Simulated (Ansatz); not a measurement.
One change: `O[SiH]([SiH3])[O][AlH2]` becomes `O[SiH]([SiH3])[SeH]`.

Ansatz, PBE0-D4/def2-TZVP geometries, multiplicity 1. Each molecule was computed in one conformer, which needn't be the lowest.

Scalar relativity is left out up to krypton.

```json
{"property": "LUMO energy (B3LYP/def2-TZVPP) / eV", "`O[SiH]([SiH3])[O][AlH2]`": "-1.44"}
{"property": "HOMO–LUMO gap (PBE0/def2-TZVPP) / eV", "`O[SiH]([SiH3])[O][AlH2]`": "6.47"}
{"property": "LUMO energy (PBE0/def2-TZVPP) / eV", "`O[SiH]([SiH3])[O][AlH2]`": "-1.21"}
{"property": "HOMO energy (B3LYP/def2-TZVPP) / eV", "`O[SiH]([SiH3])[O][AlH2]`": "-7.50"}
{"property": "size of the dipole moment (B3LYP/def2-TZVPP) / D", "`O[SiH]([SiH3])[O][AlH2]`": "1.56"}
{"property": "size of the dipole moment (ωB97M-V/def2-TZVPP) / D", "`O[SiH]([SiH3])[O][AlH2]`": "1.58"}
```

Problem. Give the same properties after the change, and the shifts. (An estimate is asked.)

Solution. Ansatz gave: 
```json
{"property": "LUMO energy (B3LYP/def2-TZVPP) / eV", "`O[SiH]([SiH3])[SeH]`": "-0.60", "shift": "0.84"}
{"property": "HOMO–LUMO gap (PBE0/def2-TZVPP) / eV", "`O[SiH]([SiH3])[SeH]`": "6.84", "shift": "0.37"}
{"property": "LUMO energy (PBE0/def2-TZVPP) / eV", "`O[SiH]([SiH3])[SeH]`": "-0.40", "shift": "0.81"}
{"property": "HOMO energy (B3LYP/def2-TZVPP) / eV", "`O[SiH]([SiH3])[SeH]`": "-7.00", "shift": "0.50"}
{"property": "size of the dipole moment (B3LYP/def2-TZVPP) / D", "`O[SiH]([SiH3])[SeH]`": "1.42", "shift": "-0.14"}
{"property": "size of the dipole moment (ωB97M-V/def2-TZVPP) / D", "`O[SiH]([SiH3])[SeH]`": "1.47", "shift": "-0.11"}
```

With PBE0 the HOMO rises by 0.43 eV and the LUMO rises by 0.81 eV, so the gap widens by about 0.38 eV. PBE moves the HOMO by 0.37 eV and ωB97M-V by 0.37 eV. Dipoles are sizes alone; their direction can turn.

B3LYP here is the variant with VWN-RPA as its local correlation; programs differ in this.

Spin–orbit coupling is left out; it splits and shifts lone-pair levels of the heavy atoms by tenths of an eV.
